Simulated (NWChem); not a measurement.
Species: MoN$_{2}$H$_{2}$ClF; SMILES [NH]=[Mo](=[NH])([F])[Cl]

All runs: NWChem. Structure relaxed at the PBE0/def2-SVP level. def2 effective core potentials on Mo; no spin-orbit coupling. B3LYP is NWChem's, with the RPA form of VWN correlation. Field at 589 nm.

Problem. Predict the results for B3LYP/def2-SVP (core potentials). Quantities: isotropic polarisability (bohr³); anisotropy (bohr³).

Solution. 
```
Quantity                          Value
--------------------------------  -----
isotropic polarisability (bohr³)   58.7
anisotropy (bohr³)                 17.5
```
